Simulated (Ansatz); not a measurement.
CH4FISn, SMILES `[CH3][SnH]([F])[I]` at its PBE0-D4/def2-TZVP geometry, where that method's forces vanish. Charge 0, multiplicity 1. Sn, I: def2 effective core potential.

```xyz
8

C     0.1489    0.9897    0.6970
Sn    0.0887   -0.6819   -0.6032
F    -1.0644   -0.1542   -2.0488
I    -1.1415   -2.7374    0.5740
H     0.7448    0.7499    1.5769
H     0.5854    1.8385    0.1708
H    -0.8712    1.2248    0.9970
H     1.5094   -1.2294   -1.3637
```

(1) What forces (eV/Å) does r2SCAN-D4/def2-TZVPP give on these atoms in Ansatz? (An estimate is asked.)

Answers

(1) Ansatz gave: 
```
C1  -0.005  0.089  0.060
Sn2  0.089 -0.035  0.013
F3  -0.056  0.032 -0.065
I4  -0.042 -0.062  0.032
H5  -0.016  0.007 -0.022
H6  -0.010 -0.021  0.009
H7   0.024 -0.006 -0.008
H8   0.017 -0.004 -0.020
```
